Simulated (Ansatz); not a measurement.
A short molecular-dynamics run on GaMe2(acac) (C₇H₁₃GaO₂).

```yaml
crystal:
  periodic: [false, false, false]
  atoms:
    - {symbol: Ga, position_ang: [1.315687, -0.013043, 0.911789]}
    - {symbol: C, position_ang: [0.924151, -0.027505, 2.832833]}
    - {symbol: H, position_ang: [-0.162180, 0.045227, 3.000106]}
    - {symbol: H, position_ang: [1.406204, 0.814919, 3.354105]}
    - {symbol: H, position_ang: [1.278542, -0.958049, 3.304849]}
    - {symbol: C, position_ang: [3.013203, -0.010920, -0.068143]}
    - {symbol: H, position_ang: [2.828265, -0.096754, -1.150579]}
    - {symbol: H, position_ang: [3.661179, -0.848886, 0.234608]}
    - {symbol: H, position_ang: [3.571813, 0.922582, 0.107614]}
    - {symbol: O, position_ang: [0.217545, 1.410644, 0.123215]}
    - {symbol: C, position_ang: [-0.829016, 1.255964, -0.592074]}
    - {symbol: C, position_ang: [-1.484015, 2.529422, -1.046680]}
    - {symbol: C, position_ang: [-1.380284, 0.013333, -0.961745]}
    - {symbol: C, position_ang: [-0.848805, -1.239997, -0.598897]}
    - {symbol: C, position_ang: [-1.523577, -2.500254, -1.061445]}
    - {symbol: O, position_ang: [0.196612, -1.415251, 0.113159]}
    - {symbol: H, position_ang: [-2.381246, 2.356823, -1.654255]}
    - {symbol: H, position_ang: [-1.745989, 3.132785, -0.162974]}
    - {symbol: H, position_ang: [-0.754911, 3.120045, -1.623985]}
    - {symbol: H, position_ang: [-2.280809, 0.022152, -1.577395]}
    - {symbol: H, position_ang: [-2.396520, -2.310112, -1.698462]}
    - {symbol: H, position_ang: [-1.832299, -3.083826, -0.179220]}
    - {symbol: H, position_ang: [-0.793532, -3.119270, -1.606417]}
basis:
  gaussian: {orbitals: "6-31G*"}
hamiltonian: {xc: {name: BLYP}, dispersion: d4}
md: {timestep: 1 fs, n_steps: 25, ensemble: nvt_nose_hoover, temperature: 700, initial_velocities: maxwell_boltzmann, seed: 421}
scf: {omitted_lower_state_checks: [starts]}
```

```sh
$ ansatz run in.yaml --threads 2 --pin off --events-out ev --progress --plain --max-ram 22528MiB --backend cuda --devices 0, --max-vram 18GiB
```

```
step  time (fs)  potential energy (eV)  kinetic (eV)  T (K)  conserved (eV)
   0        0.0            -63936.1397        1.9001    700     -63934.2396
   1        1.0            -63935.9670        1.7373    640     -63934.2297
   2        2.0            -63935.6060        1.3993    516     -63934.2067
   3        3.0            -63935.3760        1.1689    431     -63934.2072
   4        4.0            -63935.2872        1.0677    393     -63934.2198
   5        5.0            -63935.1605        0.9404    346     -63934.2207
   6        6.0            -63934.9614        0.7475    275     -63934.2147
   7        7.0            -63934.7762        0.5703    210     -63934.2071
   8        8.0            -63934.7287        0.5292    195     -63934.2009
   9        9.0            -63934.9097        0.7062    260     -63934.2054
  10       10.0            -63935.2436        1.0234    377     -63934.2229
  11       11.0            -63935.4753        1.2439    458     -63934.2351
  12       12.0            -63935.4386        1.2192    449     -63934.2244
  13       13.0            -63935.2964        1.0966    404     -63934.2061
  14       14.0            -63935.2995        1.0949    403     -63934.2123
  15       15.0            -63935.3777        1.1634    429     -63934.2233
  16       16.0            -63935.3602        1.1476    423     -63934.2232
  17       17.0            -63935.2264        1.0205    376     -63934.2181
  18       18.0            -63935.0503        0.8525    314     -63934.2114
  19       19.0            -63934.9408        0.7511    277     -63934.2046
  20       20.0            -63935.0008        0.8119    299     -63934.2052
  21       21.0            -63935.2134        1.0130    373     -63934.2185
  22       22.0            -63935.3846        1.1740    432     -63934.2308
  23       23.0            -63935.3467        1.1460    422     -63934.2233
  24       24.0            -63935.2179        1.0379    382     -63934.2050
  25       25.0            -63935.2459        1.0634    392     -63934.2098
```

Velocities are drawn at the set temperature; a run this short doesn't reach equilibrium.

The 6-31G sets use Cartesian d functions.

Frames (Å, forces in eV/Å):

```xyz
23
time=0.0 fs
Ga    1.316   -0.013    0.912    0.257   -0.005    0.187
C     0.924   -0.028    2.833   -0.081   -0.007    0.378
H    -0.162    0.045    3.000   -0.042    0.004    0.008
H     1.406    0.815    3.354    0.020    0.041   -0.002
H     1.279   -0.958    3.305    0.016   -0.040   -0.001
C     3.013   -0.011   -0.068    0.332    0.006   -0.200
H     2.828   -0.097   -1.151   -0.005   -0.004   -0.042
H     3.661   -0.849    0.235    0.003   -0.041    0.020
H     3.572    0.923    0.108    0.004    0.040    0.015
O     0.218    1.411    0.123    0.649    0.612    0.429
C    -0.829    1.256   -0.592   -0.619   -0.390   -0.396
C    -1.484    2.529   -1.047   -0.078    0.330   -0.066
C    -1.380    0.013   -0.962   -0.198    0.001   -0.132
C    -0.849   -1.240   -0.599   -0.585    0.402   -0.439
C    -1.524   -2.500   -1.061   -0.098   -0.328   -0.045
O     0.197   -1.415    0.113    0.637   -0.622    0.436
H    -2.381    2.357   -1.654   -0.054    0.006   -0.037
H    -1.746    3.133   -0.163   -0.063    0.059    0.025
H    -0.755    3.120   -1.624   -0.001    0.063   -0.069
H    -2.281    0.022   -1.577    0.024    0.000    0.017
H    -2.397   -2.310   -1.698   -0.053   -0.005   -0.039
H    -1.832   -3.084   -0.179   -0.065   -0.063    0.022
H    -0.794   -3.119   -1.606    0.000   -0.057   -0.068
23
time=2.0 fs
Ga    1.310   -0.013    0.907    0.471   -0.134    0.550
C     0.912   -0.019    2.855    1.400   -0.038   -0.252
H    -0.159   -0.031    2.969   -0.715    0.289    0.440
H     1.452    0.799    3.375   -0.625    0.183   -0.150
H     1.341   -0.915    3.314   -0.104   -0.481    0.009
C     3.002    0.009   -0.077   -0.145   -0.637    0.055
H     2.900   -0.113   -1.144   -0.453    0.132   -0.884
H     3.605   -0.846    0.205    0.475   -0.490    0.483
H     3.575    0.896    0.098    0.550    0.910    0.268
O     0.239    1.397    0.136   -0.676    0.899   -0.392
C    -0.826    1.262   -0.588   -0.528   -0.607   -0.113
C    -1.503    2.540   -1.048    5.095    0.853    1.299
C    -1.373    0.006   -0.965   -0.556    0.542   -0.295
C    -0.842   -1.221   -0.588   -0.528   -1.076   -0.551
C    -1.537   -2.502   -1.063    1.564   -0.169   -0.736
O     0.208   -1.425    0.110    0.519   -0.537    0.447
H    -2.268    2.359   -1.679   -3.108   -0.486   -2.118
H    -1.723    3.142   -0.161   -0.305    0.278   -0.051
H    -0.645    3.074   -1.638   -1.395   -0.353    0.800
H    -2.287   -0.107   -1.579    0.402    0.710    0.270
H    -2.425   -2.356   -1.657   -0.432    0.376   -0.658
H    -1.864   -3.066   -0.211   -0.004   -0.706    0.942
H    -0.770   -3.124   -1.645   -0.904    0.543    0.637
23
time=5.0 fs
Ga    1.302   -0.012    0.901    0.730   -0.324    1.039
C     0.901   -0.007    2.888    1.309   -0.880   -0.718
H    -0.196   -0.124    2.956    0.293    0.522    0.641
H     1.472    0.792    3.396   -1.029    0.549   -0.071
H     1.424   -0.882    3.327   -0.524   -0.324   -0.205
C     2.985    0.034   -0.092    0.933   -0.826   -0.563
H     2.975   -0.124   -1.188   -0.640    0.427   -0.004
H     3.552   -0.871    0.196    0.254    0.115    0.477
H     3.615    0.914    0.102    0.020    0.065    0.159
O     0.268    1.380    0.154   -2.306    1.345   -1.401
C    -0.824    1.267   -0.583   -0.301   -0.881    0.345
C    -1.504    2.558   -1.046    2.588   -0.833   -1.405
C    -1.366   -0.002   -0.971   -0.455    1.126   -0.102
C    -0.834   -1.200   -0.576   -0.061   -2.724   -0.408
C    -1.550   -2.507   -1.068    0.291    0.037    0.218
O     0.228   -1.443    0.106    0.041   -0.332    0.244
H    -2.277    2.338   -1.832    0.142    0.473    1.045
H    -1.713    3.176   -0.164   -0.486    0.265   -0.281
H    -0.581    2.986   -1.603   -1.411    0.299    0.579
H    -2.269   -0.243   -1.564    0.215    1.452    0.134
H    -2.491   -2.396   -1.638    0.383    0.514   -0.346
H    -1.906   -3.084   -0.199    0.580   -0.204    0.194
H    -0.798   -3.096   -1.659   -0.566    0.140    0.430
23
time=8.0 fs
Ga    1.295   -0.012    0.896    0.921   -0.379    1.386
C     0.899   -0.001    2.914    0.635   -1.419   -1.088
H    -0.211   -0.173    2.996    0.898    0.568    0.498
H     1.408    0.831    3.411   -0.758    0.609    0.095
H     1.465   -0.876    3.324   -0.606    0.016   -0.145
C     2.975    0.054   -0.109    1.958   -0.775   -0.564
H     2.996   -0.101   -1.235   -0.594    0.454    0.834
H     3.520   -0.886    0.224   -0.064    0.783    0.010
H     3.656    0.938    0.120   -0.698   -0.812   -0.097
O     0.284    1.371    0.163   -3.122    1.648   -1.886
C    -0.824    1.266   -0.576   -0.159   -0.847    0.586
C    -1.487    2.572   -1.050   -1.107   -2.083   -0.816
C    -1.362   -0.002   -0.977    0.648    1.186    0.780
C    -0.827   -1.199   -0.566    0.122   -3.012   -0.457
C    -1.560   -2.510   -1.072   -1.744    0.807    1.938
O     0.248   -1.462    0.105   -0.484   -0.150   -0.010
H    -2.300    2.350   -1.919    1.427    0.692    2.317
H    -1.741    3.229   -0.192   -0.315   -0.182   -0.530
H    -0.619    2.930   -1.529    1.136    1.680   -1.071
H    -2.238   -0.260   -1.541   -0.729    1.353   -0.484
H    -2.526   -2.393   -1.648    0.925    0.436    0.180
H    -1.902   -3.120   -0.169    0.748    0.440   -0.719
H    -0.864   -3.063   -1.644    0.961   -1.014   -0.758
23
time=11.0 fs
Ga    1.289   -0.012    0.893    1.028   -0.201    1.485
C     0.903   -0.004    2.934    0.916   -0.107   -1.202
H    -0.163   -0.176    3.077   -0.350    0.145    0.196
H     1.279    0.915    3.431   -0.292   -0.256   -0.166
H     1.458   -0.873    3.311    0.010   -0.084    0.344
C     2.978    0.068   -0.131    0.828   -0.780    0.638
H     2.967   -0.041   -1.222   -0.415    0.094   -0.138
H     3.488   -0.843    0.255    0.250    0.111   -0.224
H     3.646    0.905    0.131   -0.177    0.118    0.041
O     0.284    1.370    0.163   -2.959    1.600   -1.654
C    -0.825    1.259   -0.564    0.129   -0.041    0.348
C    -1.473    2.571   -1.061    1.448   -0.648    0.688
C    -1.353    0.006   -0.978    0.450    0.281    0.841
C    -0.819   -1.218   -0.560   -0.274   -2.058   -0.882
C    -1.580   -2.509   -1.064    0.971    0.300    0.544
O     0.266   -1.483    0.103   -0.842   -0.060   -0.181
H    -2.219    2.414   -1.829   -0.573   -0.147   -0.159
H    -1.797    3.268   -0.261   -0.009   -0.381   -0.113
H    -0.589    3.001   -1.528    0.160    0.853   -0.402
H    -2.259   -0.162   -1.552   -0.198    0.896   -0.133
H    -2.493   -2.353   -1.648   -0.063    0.388   -0.057
H    -1.840   -3.126   -0.190    0.046   -0.067    0.078
H    -0.870   -3.098   -1.676   -0.082    0.042    0.106
23
time=13.0 fs
Ga    1.286   -0.013    0.892    0.999   -0.033    1.462
C     0.909   -0.008    2.942    0.583    0.712   -1.145
H    -0.138   -0.168    3.143   -0.866   -0.184   -0.064
H     1.177    0.964    3.439    0.233   -0.746   -0.315
H     1.450   -0.873    3.316    0.398   -0.097    0.601
C     2.983    0.074   -0.143   -0.344   -0.747    1.231
H     2.926    0.006   -1.213   -0.280   -0.118   -0.837
H     3.476   -0.805    0.267    0.582   -0.668   -0.246
H     3.627    0.882    0.140    0.413    1.045    0.230
O     0.275    1.375    0.158   -2.280    1.423   -1.105
C    -0.826    1.254   -0.555    0.248    0.598   -0.031
C    -1.461    2.568   -1.065    4.686    0.875    1.890
C    -1.345    0.013   -0.976   -0.339   -0.371    0.441
C    -0.815   -1.240   -0.559   -0.577   -1.040   -1.121
C    -1.592   -2.506   -1.055    2.604    0.076   -0.640
O     0.275   -1.496    0.101   -0.969   -0.031   -0.250
H    -2.179    2.456   -1.760   -2.762   -0.809   -2.748
H    -1.836    3.277   -0.314    0.173   -0.261    0.479
H    -0.548    3.097   -1.554   -1.314   -0.425    0.504
H    -2.287   -0.052   -1.568    0.680    0.351    0.426
H    -2.466   -2.307   -1.649   -0.678    0.287   -0.197
H    -1.791   -3.129   -0.206   -0.466   -0.566    0.792
H    -0.869   -3.128   -1.700   -0.725    0.731    0.641
23
time=16.0 fs
Ga    1.282   -0.013    0.892    0.852    0.090    1.369
C     0.920   -0.009    2.947   -1.059    0.028   -0.601
H    -0.151   -0.172    3.231    0.182   -0.379   -0.693
H     1.047    0.988    3.429    0.984   -0.455   -0.151
H     1.464   -0.875    3.365    0.276    0.554    0.404
C     2.990    0.079   -0.154   -0.233   -0.078    0.929
H     2.848    0.067   -1.249    0.110   -0.196    0.239
H     3.499   -0.795    0.263    0.427   -0.522   -0.614
H     3.622    0.917    0.166   -0.117    0.360   -0.163
O     0.251    1.388    0.146   -0.476    1.118    0.198
C    -0.825    1.250   -0.542    0.063    0.953   -0.807
C    -1.418    2.567   -1.065   -0.103    1.138   -1.589
C    -1.336    0.022   -0.969   -0.575   -0.855    0.375
C    -0.812   -1.277   -0.564   -0.665    0.671   -1.022
C    -1.594   -2.502   -1.045    1.317   -0.257   -0.371
O     0.284   -1.517    0.097   -1.059    0.036   -0.342
H    -2.270    2.467   -1.812    1.017   -0.413    0.365
H    -1.881    3.272   -0.357    0.347   -0.344    0.807
H    -0.578    3.206   -1.557   -1.053   -1.078    0.572
H    -2.279    0.129   -1.562    0.733   -0.698    0.450
H    -2.469   -2.222   -1.657   -0.086   -0.246    0.510
H    -1.753   -3.169   -0.181   -0.624    0.140   -0.040
H    -0.915   -3.122   -1.694   -0.259    0.434    0.173
23
time=19.0 fs
Ga    1.279   -0.014    0.894    0.754   -0.004    1.238
C     0.924   -0.010    2.949   -1.406   -0.974   -0.253
H    -0.155   -0.206    3.262    0.626   -0.358   -0.900
H     0.997    0.976    3.407    1.078    0.375    0.111
H     1.503   -0.831    3.447    0.023    0.826   -0.074
C     2.995    0.084   -0.159    0.337    0.158    0.791
H     2.779    0.112   -1.268    0.423   -0.197    0.949
H     3.556   -0.824    0.207   -0.149    0.479   -0.859
H     3.609    0.982    0.179   -0.632   -0.721   -0.533
O     0.226    1.407    0.135    1.579    0.884    1.634
C    -0.824    1.252   -0.535   -0.332    0.780   -1.699
C    -1.375    2.574   -1.073   -4.564   -0.400   -0.865
C    -1.330    0.024   -0.959    0.370   -1.128    0.955
C    -0.814   -1.310   -0.577   -0.240    2.173   -0.398
C    -1.587   -2.500   -1.038   -0.999   -0.012    0.797
O     0.288   -1.538    0.091   -1.103    0.177   -0.434
H    -2.302    2.441   -1.856    2.154   -0.052    1.357
H    -1.896    3.236   -0.336    0.454   -0.615    0.392
H    -0.683    3.237   -1.521    1.482    0.431   -0.733
H    -2.218    0.255   -1.524   -0.635   -1.252   -0.438
H    -2.482   -2.158   -1.625    0.294   -0.608    0.742
H    -1.766   -3.198   -0.157   -0.411    0.780   -0.749
H    -0.977   -3.088   -1.680    0.898   -0.742   -1.032
23
time=22.0 fs
Ga    1.277   -0.014    0.897    0.785   -0.225    1.105
C     0.919   -0.017    2.948   -0.077    0.026   -0.268
H    -0.114   -0.271    3.221   -0.324   -0.257   -0.378
H     1.034    0.988    3.390    0.393    0.094   -0.209
H     1.546   -0.723    3.525    0.170    0.122   -0.267
C     3.002    0.089   -0.157   -0.301   -0.342    0.931
H     2.742    0.141   -1.219    0.126   -0.068   -0.219
H     3.605   -0.819    0.083   -0.117    0.427   -0.319
H     3.550    0.996    0.151    0.072   -0.097   -0.122
O     0.208    1.431    0.133    2.564    0.567    2.340
C    -0.825    1.261   -0.540   -0.124    0.492   -1.996
C    -1.361    2.579   -1.087   -2.303   -0.161    0.627
C    -1.323    0.018   -0.943    0.024   -0.957    0.551
C    -0.817   -1.328   -0.593    0.439    2.835    0.382
C    -1.585   -2.498   -1.027   -0.058   -0.831   -0.746
O     0.286   -1.557    0.083   -1.016    0.393   -0.440
H    -2.168    2.408   -1.799   -0.231   -0.121   -0.469
H    -1.874    3.152   -0.279    0.300   -0.197    0.093
H    -0.684    3.290   -1.534    1.067   -0.058   -0.183
H    -2.202    0.275   -1.517   -0.649   -1.421   -0.452
H    -2.477   -2.140   -1.537   -0.494   -0.303   -0.116
H    -1.814   -3.168   -0.187   -0.164    0.046    0.126
H    -0.980   -3.100   -1.735   -0.082    0.034    0.030
23
time=25.0 fs
Ga    1.276   -0.015    0.901    0.893   -0.484    0.972
C     0.914   -0.024    2.945    1.100    0.898   -0.301
H    -0.097   -0.358    3.148   -0.607    0.030    0.170
H     1.104    1.007    3.355   -0.608   -0.320   -0.487
H     1.602   -0.604    3.581    0.087   -0.537   -0.429
C     3.007    0.092   -0.150   -1.242   -0.536    0.346
H     2.715    0.164   -1.185   -0.254    0.114   -0.857
H     3.647   -0.783   -0.069    0.339   -0.242    0.347
H     3.497    1.005    0.113    0.780    0.777    0.335
O     0.204    1.458    0.143    1.933    0.101    1.859
C    -0.827    1.272   -0.558    0.821   -0.034   -1.373
C    -1.362    2.584   -1.096    1.749    0.976    1.391
C    -1.315    0.005   -0.924   -1.232   -0.329   -0.599
C    -0.818   -1.326   -0.605    0.759    2.222    0.936
C    -1.585   -2.501   -1.021    0.107   -0.811   -2.051
O     0.278   -1.575    0.073   -0.641    0.646   -0.279
H    -2.067    2.359   -1.797   -2.497   -0.228   -2.273
H    -1.828    3.051   -0.215   -0.139    0.473   -0.162
H    -0.599    3.334   -1.561   -0.781   -1.479    0.945
H    -2.233    0.175   -1.543    0.528   -1.079    0.355
H    -2.511   -2.150   -1.456   -0.523   -0.079   -0.633
H    -1.877   -3.136   -0.206    0.189   -0.632    0.870
H    -0.986   -3.113   -1.792   -0.761    0.554    0.913
```

Hardware: 2 threads of AMD EPYC 7R13 on a shared host and a share (18 GiB) of an NVIDIA H100 80GB HBM3. Wall time 43 s, peak host memory 0.9 GiB.
